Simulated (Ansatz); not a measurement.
Ideal-gas functions of CH4OSSn, SMILES `C[S][Sn][OH]` at 500 K and 1 bar, from an Ansatz frequency run at PBE0-D4/def2-TZVP.

Molar mass 182.82 g/mol, point group Cs (symmetry number 1), electronic degeneracy 1, moments of inertia 92.355, 256.657, 345.789 u Å². Harmonic wavenumbers (cm⁻¹, unscaled): 87, 131, 158, 199, 327, 373, 593, 728, 735, 958, 961, 1339, 1475, 1478, 3056, 3142, 3150, 3878.

Use S(trans) = R[1.5 ln M + 2.5 ln T − 1.1517]; rotational temperatures θ = 24.2544 K / I; S(rot) = R[ln(√π/σ · √(T³/θAθBθC)) + 1.5]; for each mode x = 1.438777 ν̃/T, S = R[x/(eˣ − 1) − ln(1 − e⁻ˣ)] and H = RT x/(eˣ − 1); 1 cm⁻¹ = 0.0119627 kJ/mol; R = 8.31446 J/(mol·K).

**Question.** By hand: the entropy, in J/(mol·K).

**Answer.** Translation 184.6. Rotation: θ = 0.2626, 0.0945, 0.0701 K, giving 121.2. Vibration, mode by mode: 19.85, 16.48, 14.94, 13.06, 9.12, 8.11, 4.81, 3.54, 3.48, 2.10, 2.09, 0.87, 0.63, 0.63, 0.01, 0.01, 0.01, 0.00, in all 99.7. Electronic 0.0. Sum 405.5 J/(mol·K).

**Question.** By hand: H − E and G − E in kJ/mol, counted from the electronic energy.

**Answer.** Zero-point energy ½ × 22768 × 0.0119627 = 136.2; thermal vibration 24.7; translation, rotation and pV give 4 RT = 16.6. H − E = 177.5 kJ/mol, and G − E = 177.5 − 500 × 405.5/1000 = -25.2 kJ/mol.

Vibration gives 25 % of the entropy, 36.3 J/(mol·K) of it from the modes under 150 cm⁻¹: soft modes count most, and the harmonic formula is weakest for them. The sum counts one conformer and one mirror image; others add a mixing term.
